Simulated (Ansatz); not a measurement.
This geometry of a periodic cell of 63 atoms, GaSi62 (host Si, host structure diamond, dopant Ga, one Si atom removed), cell charge +2 is a first-order saddle point.

Computed with DFT PBE-D3(BJ), scalar-relativistic, plane waves, PAW in Ansatz 0.2.0. Settings: PAW set soft_1, cutoff 420 eV, k mesh 1x1x1, gaussian smearing 0.02 eV, spin collinear.

```xyz
63
Lattice="10.8600 0.0000 0.0000 0.0000 10.8600 0.0000 0.0000 0.0000 10.8600" Properties=species:S:1:pos:R:3
Si 5.413 -0.008 0.017
Si 6.784 1.361 1.352
Si 8.157 2.723 0.015
Si 9.525 4.085 1.364
Si 8.159 -0.014 2.709
Si 9.511 1.350 4.064
Si -0.048 0.014 -0.064
Si 1.346 1.353 1.350
Si 2.712 2.730 0.016
Si 4.080 4.067 1.374
Si 5.422 5.431 0.016
Si 6.796 6.813 1.334
Si 8.121 8.223 -0.085
Si 9.490 9.515 1.317
Si 2.728 -0.001 2.733
Si 4.142 1.337 4.127
Si 5.445 2.700 2.732
Si 6.804 4.022 4.114
Si 8.148 5.429 2.720
Si 9.522 6.788 4.063
Si 5.526 -0.043 5.506
Si 8.176 2.640 5.494
Si 9.507 4.077 6.787
Ga 7.341 0.674 7.584
Si 9.434 1.395 9.413
Si -0.006 5.449 -0.005
Si 1.356 6.788 1.358
Si 2.704 8.145 -0.001
Si 4.062 9.482 1.367
Si 0.019 2.726 2.724
Si 1.387 4.059 4.088
Si 2.721 5.424 2.722
Si 4.083 6.763 4.085
Si 5.424 8.126 2.721
Si 6.799 9.485 4.060
Si 0.014 0.002 5.429
Si 1.370 1.366 6.779
Si 2.761 2.697 5.448
Si 4.164 3.989 6.817
Si 5.449 5.395 5.447
Si 6.781 6.784 6.782
Si 8.151 8.135 5.432
Si 9.442 9.573 6.764
Si 2.727 -0.009 8.155
Si 4.061 1.359 9.526
Si 5.548 2.606 8.204
Si 6.796 4.085 9.527
Si 8.156 5.427 8.157
Si 9.491 6.816 9.490
Si -0.010 8.153 2.692
Si 1.354 9.486 4.061
Si 0.016 5.424 5.416
Si 1.359 6.784 6.790
Si 2.714 8.128 5.414
Si 4.064 9.490 6.782
Si 0.020 2.728 8.139
Si 1.359 4.086 9.515
Si 2.745 5.399 8.143
Si 4.063 6.781 9.516
Si 5.411 8.126 8.142
Si 6.734 9.605 9.389
Si -0.037 8.190 8.134
Si 1.346 9.511 9.492
```

(1) Which two structures does it join? (They come from a converged band through this point; their orientation in space is the band's.)

(2) How far does it lie above each of them?

## Answers

(1) Contacts lost: Ga24–Si25, Ga24–Si43, Ga24–Si61. Contacts made: Si21–Ga24, Si22–Ga24, Ga24–Si46. The atom that moves furthest is Ga24, by 2.44 Å.

Initial state:

```xyz
63
Lattice="10.8600 0.0000 0.0000 0.0000 10.8600 0.0000 0.0000 0.0000 10.8600" Properties=species:S:1:pos:R:3
Si 5.417 -0.009 0.026
Si 6.788 1.359 1.357
Si 8.155 2.729 0.027
Si 9.506 4.085 1.367
Si 8.158 -0.012 2.718
Si 9.486 1.344 4.094
Si -0.007 0.006 -0.009
Si 1.371 1.349 1.368
Si 2.732 2.723 -0.004
Si 4.080 4.066 1.362
Si 5.423 5.415 -0.004
Si 6.797 6.776 1.368
Si 8.140 8.154 -0.010
Si 9.501 9.505 1.344
Si 2.737 -0.007 2.734
Si 4.112 1.355 4.110
Si 5.442 2.704 2.725
Si 6.791 4.034 4.109
Si 8.154 5.409 2.735
Si 9.506 6.776 4.059
Si 5.488 0.035 5.486
Si 8.113 2.660 5.485
Si 9.486 4.050 6.800
Ga 8.174 -0.027 8.172
Si 9.519 1.436 9.516
Si 0.003 5.434 0.000
Si 1.359 6.787 1.356
Si 2.712 8.143 0.001
Si 4.061 9.500 1.367
Si -0.001 2.723 2.729
Si 1.364 4.067 4.077
Si 2.722 5.425 2.719
Si 4.080 6.783 4.077
Si 5.424 8.148 2.729
Si 6.802 9.521 4.095
Si 0.029 -0.009 5.415
Si 1.361 1.358 6.785
Si 2.728 2.705 5.439
Si 4.112 4.034 6.789
Si 5.441 5.418 5.439
Si 6.788 6.785 6.785
Si 8.155 8.117 5.415
Si 9.519 9.488 6.708
Si 2.720 -0.012 8.156
Si 4.096 1.344 9.483
Si 5.489 2.658 8.109
Si 6.802 4.050 9.483
Si 8.158 5.426 8.156
Si 9.501 6.800 9.499
Si 0.003 8.143 2.709
Si 1.370 9.500 4.058
Si -0.001 5.415 5.421
Si 1.371 6.776 6.794
Si 2.732 8.148 5.420
Si 4.096 9.521 6.800
Si 0.030 2.728 8.152
Si 1.370 4.086 9.503
Si 2.737 5.409 8.151
Si 4.061 6.777 9.504
Si 5.418 8.117 8.152
Si 6.711 9.488 9.516
Si -0.007 8.153 8.137
Si 1.346 9.505 9.499
```

Final state:

Only the atoms that move by more than 0.05 Å are listed.
```
Si1 5.451 0.010 -0.016
Si3 8.135 2.694 -0.016
Si6 9.521 1.363 4.048
Si21 5.422 -0.084 5.422
Si22 8.229 2.723 5.422
Si23 9.521 4.097 6.782
Ga24 6.764 1.381 6.764
Si25 9.460 1.329 9.460
Si35 6.782 9.484 4.048
Si36 -0.016 0.010 5.451
Si42 8.135 8.161 5.451
Si43 9.460 9.545 6.816
Si45 4.048 1.363 9.521
Si46 5.422 2.723 8.229
Si47 6.782 4.097 9.521
Si55 4.048 9.484 6.782
Si56 -0.016 2.694 8.135
Si60 5.451 8.161 8.135
Si61 6.816 9.545 9.460
```

(2) 0.31 eV above the first and 0.31 eV above the second. This is the barrier of this one path; another mechanism may lie lower. Limits of this set-up: coarse k mesh, charged cell in a uniform background, uncorrected.

The run took 7.8 min on 4 threads of Intel(R) Xeon(R) Platinum 8259CL CPU @ 2.50GHz (Skylake/Cascade Lake), on a shared host, peak memory 3.1 GiB.
